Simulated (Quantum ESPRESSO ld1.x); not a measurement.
Results of a calculation; reference values are marked as such.
Zn IV, 27 electrons, occupied as [Ar] 3d9 (the NIST ground configuration).

Level of theory: non-relativistic Kohn-Sham, PBE, spin-unpolarised, spherical densities, point nucleus (ld1.x of Quantum ESPRESSO 7.5).

Energy parts (hartree):
part                     energy
total                 -1776.664
kinetic                1775.486
electron-nucleus      -4213.440
Hartree                 730.980
exchange-correlation    -69.689

Orbitals (lengths in bohr, moments of r in powers of bohr):
| orbital | occ. | eigenvalue (hartree) | <1/r> |
|---|---|---|---|
| 1s | 2 | -347.194 | 29.51 |
| 2s | 2 | -43.1697 | 6.435 |
| 2p | 6 | -38.2325 | 6.401 |
| 3s | 2 | -6.12723 | 2.058 |
| 3p | 6 | -4.55353 | 1.933 |
| 3d | 9 | -1.87648 | 1.605 |

The highest occupied level is 3d at -51.062 eV. Summed over all electrons, <r^2> = 12.75 bohr^2, which gives a Langevin (diamagnetic) susceptibility term of -10.1 x 10^-6 cm^3/mol. Virial ratio -V/T = 2.00066. The density falls to 0.001 e/bohr^3 at r = 2.61 bohr.
